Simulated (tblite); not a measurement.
Species: C8H13Br.
SMILES with atom numbers: `[CH2:1]=[CH:2][C@H:3]1[CH2:4][C@@:5]([Br:6])([CH2:7][CH3:8])[CH2:9]1` (hydrogens: H10, H11 on C1; H12 on C2; H13 on C3; H14, H15 on C4; H16, H17 on C7; H18, H19, H20 on C8; H21, H22 on C9)

Computed with GFN2-xTB (tblite), gas phase: L-BFGS steps from a force-field or distance-geometry start until the largest atomic force falls under 0.01 eV/Å.

Geometry at step 4:
```
atom  x, y, z in Å
C1      3.6753    0.2794   -0.0622
C2      2.4233    0.4353    0.3103
C3      1.2994   -0.4421   -0.0571
C4      0.3128   -0.7628    1.0794
C5     -0.8246   -0.5137    0.0977
Br6    -1.3436   -2.2705   -0.6818
C7     -2.0000    0.3418    0.4740
C8     -2.9950    0.3944   -0.6692
C9      0.1444    0.1929   -0.8439
H10     4.4083    0.9908    0.2603
H11     3.9939   -0.5390   -0.6787
H12     2.1462    1.2761    0.9293
H13     1.6113   -1.3609   -0.5466
H14     0.2948   -0.0157    1.8719
H15     0.3877   -1.7654    1.5024
H16    -2.4483    0.0050    1.4038
H17    -1.5772    1.3304    0.6564
H18    -3.2749    1.4140   -0.8763
H19    -2.5696   -0.0201   -1.5747
H20    -3.8639   -0.1925   -0.4128
H21     0.0887   -0.0234   -1.9077
H22     0.1006    1.2653   -0.6759
```

**Question.** Give the atomic forces at this geometry.

**Answer.** 
| atom | Fx (eV/Å) | Fy (eV/Å) | Fz (eV/Å) |
| --- | --- | --- | --- |
| C1 | 0.066 | 0.085 | 0.058 |
| C2 | 0.009 | 0.136 | -0.035 |
| C3 | 0.090 | -0.228 | 0.143 |
| C4 | -0.119 | -0.116 | 0.114 |
| C5 | -0.036 | -0.303 | -0.320 |
| Br6 | -0.155 | 0.092 | 0.104 |
| C7 | 0.190 | -0.130 | 0.205 |
| C8 | -0.188 | 0.031 | 0.010 |
| C9 | 0.164 | -0.082 | -0.136 |
| H10 | 0.315 | 0.007 | -0.055 |
| H11 | 0.077 | -0.066 | -0.055 |
| H12 | -0.010 | 0.117 | 0.062 |
| H13 | 0.283 | -0.065 | -0.035 |
| H14 | 0.175 | -0.041 | 0.067 |
| H15 | -0.036 | 0.170 | 0.080 |
| H16 | -0.204 | -0.142 | 0.107 |
| H17 | -0.116 | 0.146 | 0.154 |
| H18 | -0.305 | 0.243 | -0.047 |
| H19 | 0.041 | 0.031 | -0.136 |
| H20 | -0.316 | -0.030 | -0.106 |
| H21 | 0.030 | 0.012 | 0.003 |
| H22 | 0.047 | 0.134 | -0.180 |

The largest, 0.44 eV/Å, acts on C5; the rms over all components is 0.143 eV/Å. The forces sum to zero within rounding, as they must for an isolated molecule in no field.

**Question.** Give the force on C5 in Eh/bohr and in nN.

**Answer.** 0.442 eV/Å ÷ 51.422 = 0.00860 Eh/bohr, and 0.442 eV/Å × 1.602 = 0.71 nN.

**Question.** How far is this geometry from the end of the optimisation?

**Answer.** 0.283 eV above it, and 0.398 Å rms away after alignment. The bonds farthest from their final lengths, with half the difference of the two atoms' forces along the bond (positive lengthens):

```json
{"bond": "C5–C7", "now (Å)": "1.502", "final (Å)": "1.517", "force along bond (eV/Å)": "+0.03"}
{"bond": "C2–C3", "now (Å)": "1.472", "final (Å)": "1.487", "force along bond (eV/Å)": "+0.06"}
{"bond": "C4–C5", "now (Å)": "1.523", "final (Å)": "1.535", "force along bond (eV/Å)": "+0.09"}
{"bond": "C5–Br6", "now (Å)": "1.991", "final (Å)": "1.980", "force along bond (eV/Å)": "-0.24"}
{"bond": "C3–C9", "now (Å)": "1.535", "final (Å)": "1.546", "force along bond (eV/Å)": "+0.07"}
{"bond": "C8–H18", "now (Å)": "1.077", "final (Å)": "1.087", "force along bond (eV/Å)": "+0.12"}
```

The angle farthest from its final value is C7–C5–C9, 112.8° against 118.3°.

Of the 6 listed bonds off by 0.010 Å or more, this force points towards the final length in 6.

The cost below is that of the whole relaxation. Time: 0.93 s of wall time. Hardware: one thread of an INTEL XEON PLATINUM 8581C at 2.10 GHz (shared host).
